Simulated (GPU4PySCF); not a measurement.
C₂₀H₈O₈, SMILES O=C1Cc2cc3c(cc2O1)/C(=C1\C(=O)Oc2cc4c(cc21)OC(=O)C4)C(=O)O3.

Geometry: r2SCAN-D4/def2-SVP. Other conformers were not sampled.

Two levels are set side by side: PBE/def2-SVP (GPU4PySCF) and CAM-B3LYP/def2-SVP (GPU4PySCF). Same geometry, gas phase. Differences are taken from unrounded values.

```csv
quantity,PBE
orbital gap (eV),1.47
highest occupied level (eV),-5.80
lowest empty level (eV),-4.34
mean polarisability (bohr³),301.1
```

These are the PBE values. What does CAM-B3LYP give? (Estimate from the structure and the level; the computed values follow.)


| quantity | CAM-B3LYP | PBE minus CAM-B3LYP |
|---|---|---|
| orbital gap (eV) | 4.94 | -3.48 |
| highest occupied level (eV) | -7.80 | 1.99 |
| lowest empty level (eV) | -2.85 | -1.48 |
| mean polarisability (bohr³) | 270.3 | 30.9 |

PBE's occupied levels lie high since its potential decays too fast outside the molecule; exact exchange lowers them and widens the gap. PBE's more diffuse valence density responds more strongly to a field. Differences between two approximate levels are no errors against the true value.
